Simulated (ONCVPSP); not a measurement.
manganese: one change to an ONCV potential, before and after

* Element: Mn
* Generator: ONCVPSP 4.0.1
* Type: optimised norm-conserving Vanderbilt (ONCV)
* Functional: PBE
* Relativity: scalar-relativistic
* Frozen core: [Ne]
* Valence charge: 15
* Reference configuration: 3s2 3p6 3d5 4s1.5 4p0.5
* Partial waves: 3s+4s: rc 1.20 bohr, ncon 4, nbas 8, qcut 8.6 1/bohr, 2 projectors; 3p+4p: rc 1.75 bohr, ncon 4, nbas 7, qcut 6.9 1/bohr, 2 projectors; 3d: rc 1.95 bohr, ncon 3, nbas 7, qcut 9.8 1/bohr, 2 projectors, debl 3.9 Ha
* Local potential: polynomial inside 1.05 bohr (lpopt 5, dvloc0 4 Ha)
* Core correction: polynomial model core, fcfact 0.45

Change: s: rc 1.34.

Cutoffs: the cutoffs (Ha) at which the residual kinetic energy of the hardest occupied pseudo-wave falls to 1 and 0.1 mHa per electron; they do not see the model core or the augmentation charge, which bear on the density cutoff. Errors are all-electron minus pseudo energies relative to the spin-unpolarised reference configuration.

Question: How do hardness, ghosts and transferability respond?

Answer: The potential gets neither clearly harder nor softer (31 Ha and 38 Ha → 31 Ha and 36 Ha); of the 4 tests that both files solve, the error grows in 0 and shrinks in 1 by more than 15 % and 0.3 meV (median size 0.8 → 0.5 meV); neither file shows a bound ghost.

```tsv
quantity	base	changed
cutoff, loose	31 Ha	31 Ha
cutoff, tight	38 Ha	36 Ha
loose cutoff by channel	s 31 Ha, p 21 Ha, d 31 Ha	s 27 Ha, p 21 Ha, d 31 Ha
bound ghosts	none	none
GHOST(+) flags under 300 eV	none	none
error for 3s2 3p6 3d5 4s2 4p0, meV [ΔE -1.90 eV]	+0.2	+0.2
error for 3s2 3p6 3d5 4s1 4p0, meV [ΔE 6.52 eV]	+0.3	+0.2
error for 3s2 3p6 3d5 4s0 4p0, meV [ΔE 22.12 eV]	+1.4	+0.8
error for 3s2 3p5 3d5 4s2 4p0, meV [ΔE 60.08 eV]	-75	-72
p: phases at 1.78 bohr within 0.05 rad from the reference energy up to (Ha; the scan ends near 5)	to the end of the scan	to the end of the scan
d: phases at 1.98 bohr within 0.05 rad from the reference energy up to (Ha; the scan ends near 5)	to the end of the scan	to the end of the scan
rms error of d²Exc/dni dnj with the model core, mHa	0.83	1.01
```
